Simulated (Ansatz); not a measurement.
Born–Oppenheimer molecular dynamics of ClF₂H₅W (9 atoms, charge 0, multiplicity 1). It starts at the highest image of a converged band, a first-order saddle point between two minima.

Level of theory: Ansatz 0.2.0, RKS PBE/def2-SVP.

```yaml
ensemble: NVE (velocity Verlet)
time_step: 0.5 fs
steps_asked: 200
starting_velocities_drawn_for: 100 K
seed: 6057
```

First frame:

```xyz
9
Properties=species:S:1:pos:R:3
W 0.358 0.224 -0.135
F 0.128 -0.124 1.949
Cl 2.542 -0.685 -0.197
H -0.799 1.428 0.281
H -1.333 0.011 -0.041
H -0.111 -1.380 0.045
F 0.186 0.600 -1.923
H 1.203 1.445 0.980
H 0.800 0.881 1.657
```

(1) How far do the bonds stretch over the last three quarters of this one trajectory? (Pairs bonded in most of those frames.)

Answers

(1) 
```tsv
bond	mean (Å)	spread (Å)	shortest	longest
W1–F2	2.391	0.213	2.12	2.82
W1–Cl3	2.365	0.010	2.35	2.38
W1–H4	1.713	0.009	1.69	1.73
W1–H5	1.705	0.011	1.69	1.73
W1–H6	1.683	0.006	1.67	1.69
W1–F7	1.834	0.004	1.83	1.84
W1–H8	1.737	0.073	1.61	1.87
F2–H9	1.009	0.101	0.91	1.21
```

Pairs bonded in part of these frames only: W1–F2 91 %, W1–H9 40 %, F2–H9 76 %.

Mean temperature of the second half: 319 K. The conserved energy stayed within 0.067 meV per atom of its start (net change -0.01 meV per atom), so the integration is sound. The kinetic energy rose, since the run started high on the potential surface and went downhill. It ends in pieces (ClFH4W + FH), so much of that is their flight and rotation, not heat. A run of 0.1 ps of so small a system gives no equilibrium averages. The orbitals stay closed-shell, which can raise the energy where a bond breaks towards radicals; this wasn't checked here.

Time of the run: 3.8 min on 2 threads of Intel(R) Xeon(R) 6975P-C (Granite Rapids), with other jobs on the host, peak memory 0.17 GiB.
